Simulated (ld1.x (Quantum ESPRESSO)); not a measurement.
Varying the RRKJ potential for sulfur

Base potential:

* Element: sulfur (S)
* Generator: ld1.x (Quantum ESPRESSO) 7.5
* Type: norm-conserving RRKJ (Kleinman–Bylander form)
* Functional: BLYP
* Relativity: fully relativistic
* Frozen core: [He]
* Valence charge: 14
* Reference configuration: 2s2 2p6 3s2 3p2.5 (charge +1.5)
* Partial waves: 2s (bound): rc 0.70 bohr; 2p (bound): rc 0.40 bohr
* Local potential: the p channel
* Core correction: none

Open shells are filled in proportion to 2j + 1 (rel_dist='average').

Occupied shells without a wave of their own: 3p, 3s. They enter only through the test configuration that unscreens the potential.

Cutoffs, loose and tight: the cutoffs (Ry, on a coarse ladder) from which the occupation-weighted sum of valence levels, in a spherical-Bessel basis at the reference potential, stays within 10 and 1 mRy of its value at 400 Ry. They do not see the model core or the augmentation charge, which bear on the density cutoff. Test errors are all-electron minus pseudo excitation energies from the reference, over the configurations 2s2 2p6 3s2 3p4; 2s2 2p6 3s2 3p3; 2s2 2p6 3s2 3p2; 2s2 2p6 3s0 3p6; 2s1 2p6 3s2 3p4; 2s2 2p6 3s1 3p5; 2s2 2p6 3s1 3p4. A dash means not determined; rows that change the core or the reference have their own tests.

Cutoffs are not given where the Bessel-basis levels miss the radial ones by over 6 mRy, ghosts where they miss by over 20 mRy; a channel whose overlap is not positive is not tested.

```tsv
change	outcome	bound ghosts	largest test error (meV)
base	generated, misses its reference levels by 0.84 eV	not determined	-778
all radii scaled by about 0.76 (s 0.54, p 0.30 bohr)	generated, misses its reference levels by 0.85 eV	not determined	-270
all radii scaled by about 0.85 (s 0.60, p 0.34 bohr)	generated, misses its reference levels by 0.84 eV	not determined	-386
all radii scaled by about 1.05 (s 0.74, p 0.42 bohr)	generated, misses its reference levels by 0.84 eV	not determined	-929
all radii scaled by about 1.22 (s 0.86, p 0.48 bohr)	generated, misses its reference levels by 0.84 eV	not determined	-1376
all radii scaled by about 1.40 (s 0.98, p 0.56 bohr)	generated, misses its reference levels by 0.84 eV	none	-1445
```

(1) What comes out with this change to the base: all radii scaled by about 1.11 (s 0.78, p 0.44 bohr)?

Answers

(1) outcome: generated, misses its reference levels by 0.84 eV; bound ghosts: not determined; largest test error (meV): -1089.
